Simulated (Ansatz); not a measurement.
`FC([SiH3])S` + H₂ → `[SiH3]CS` + H–F  (hydrogenolysis of a C–F bond)

Calculated with Ansatz (gas phase, PBE0-D4/def2-TZVP geometries, no zero-point term in ΔE). CBS: MP2 limit from def2 TZ/QZ plus the TZ coupled-cluster correction, frozen cores. This one scheme is used for every species. DFT in def2-TZVPP. One conformer a species, not always the lowest.

CCSD(T)/CBS gives -117.8 kJ/mol.

Question: Another level gave -112.7 kJ/mol. Which?
A. LC-ωPBE/def2-TZVPP
B. PBE/def2-TZVPP
C. BLYP-D4/def2-TZVPP
D. PBE-QIDH/def2-TZVPP

Answer: A. LC-ωPBE -112.7, PBE-QIDH -120.0, BLYP-D4 -91.5, PBE -99.3 kJ/mol.

Largest T1 diagnostic among the species: 0.012.

Leaving LDA and LC-ωPBE aside and taking each functional with its dispersion term where it has one, the values spread over 28.5 kJ/mol, from PBE-QIDH to BLYP-D4. At CCSD(T), def2-SVP lies +12.0 kJ/mol from the extrapolated value and def2-TZVPP +1.7 kJ/mol. From BLYP to BHLYP (50 % exact exchange), in def2-TZVPP and without D4, ΔE moves by −18.9 kJ/mol.
